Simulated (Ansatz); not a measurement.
A nudged elastic band was laid between two geometries of C2H7AlSi (11 atoms, charge 0, multiplicity 1).

Level of theory: RKS PBE0-D4/def2-SVP in Ansatz 0.2.0.

```json
{"movable images": "4", "climbing image": "no", "spring": "5.0 eV/Å²", "optimiser": "quadratic models (default)", "start path": "through a guess of the saddle point", "force threshold": "0.05 eV/Å", "iteration limit": "60", "end points": "relaxed"}
```

Image 0:

```xyz
11
Properties=species:S:1:pos:R:3
C -1.121 1.844 0.375
C -0.041 1.082 0.584
Si -0.056 -0.795 0.595
Al 1.193 -1.671 -1.338
H -2.118 1.410 0.232
H -1.063 2.938 0.347
H 0.927 1.585 0.721
H -1.482 -1.259 0.606
H 0.592 -1.296 1.856
H 2.521 -0.929 -1.822
H 0.713 -2.967 -2.135
```

Image 5:

```xyz
11
Properties=species:S:1:pos:R:3
C -0.853 1.733 -0.035
C -0.201 1.024 0.894
Si 0.048 -0.847 0.829
Al 0.903 -1.491 -1.387
H -1.297 1.266 -0.924
H -0.990 2.817 0.048
H 0.212 1.568 1.753
H -1.225 -1.546 1.204
H 1.056 -1.218 1.879
H 2.227 -0.787 -1.929
H 0.187 -2.575 -2.311
```

**Question.** Which bonds break or form, and what moves?

**Answer.** No bond is made or broken.

**Question.** What energy profile does the band end with?

**Answer.** The forces met the threshold. The highest image is number 5 of 0 to 5, 0.059 eV above the first end and 0.000 eV above the last; the last end lies 0.059 eV above the first. The highest image is an end point: on this band no image between the ends rises above it.

```csv
image,path coordinate (Å),energy (eV)
0,0.00,0.000
1,0.53,0.004
2,1.05,0.018
3,1.58,0.035
4,2.10,0.053
5,2.63,0.059
```

Run time: 88 s on 2 threads of AMD EPYC 7B13 (Zen 3), with other jobs on the host, peak memory 0.22 GiB.
